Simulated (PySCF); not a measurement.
## LDA on Al⁻ (aluminium, charge -1)

Configuration: [Ne] 3s2 3p2, high-spin 3P determinant. Calculation: PySCF 2.14, in aug-cc-pwCVQZ; the non-relativistic Hamiltonian (point nucleus).

```json
{"Total energy": "-241.3455 hartree", "One-electron energy": "-338.9603 hartree", "Hartree (Coulomb) energy": "115.1922 hartree", "Exchange-correlation energy": "-17.5775 hartree", "Kinetic energy": "240.68104 hartree", "⟨S²⟩": "2.0012", "⟨L²⟩": "2.006", "Sum of ⟨r⟩": "20.14 bohr", "Sum of ⟨r²⟩": "84.52 bohr²", "Traceless quadrupole moment −½Σ⟨3z² − r²⟩ along its main axis": "12.8 e·bohr²", "Density at the nucleus (Gaussians lack the cusp)": "1380 bohr⁻³", "Spin density at the nucleus": "-0.0696 bohr⁻³", "Langevin diamagnetic susceptibility": "-66.9 ×10⁻⁶ cm³/mol"}
```

```json
{"shell": "1s α", "electrons": "1", "mean orbital energy (eV)": "-1495.7", "spread (eV)": "0", "rms radius, mean of both spins (bohr)": "0.140"}
{"shell": "1s β", "electrons": "1", "mean orbital energy (eV)": "-1495.6", "spread (eV)": "0", "rms radius, mean of both spins (bohr)": "0.140"}
{"shell": "2s α", "electrons": "1", "mean orbital energy (eV)": "-101.96", "spread (eV)": "0", "rms radius, mean of both spins (bohr)": "0.691"}
{"shell": "2s β", "electrons": "1", "mean orbital energy (eV)": "-101.88", "spread (eV)": "0", "rms radius, mean of both spins (bohr)": "0.691"}
{"shell": "2p α", "electrons": "3", "mean orbital energy (eV)": "-64.664", "spread (eV)": "0.089", "rms radius, mean of both spins (bohr)": "0.683"}
{"shell": "2p β", "electrons": "3", "mean orbital energy (eV)": "-64.559", "spread (eV)": "0.159", "rms radius, mean of both spins (bohr)": "0.683"}
{"shell": "3s α", "electrons": "1", "mean orbital energy (eV)": "-3.313", "spread (eV)": "0", "rms radius, mean of both spins (bohr)": "2.87"}
{"shell": "3s β", "electrons": "1", "mean orbital energy (eV)": "-2.498", "spread (eV)": "0", "rms radius, mean of both spins (bohr)": "2.87"}
{"shell": "3p α", "electrons": "2", "mean orbital energy (eV)": "1.194", "spread (eV)": "0", "rms radius, mean of both spins (bohr)": "5.67"}
```

At LDA the highest occupied level has a positive energy, so only the finite basis holds that electron; in a semilocal or global hybrid functional this comes from self-interaction and does not mean that the real anion is unbound.
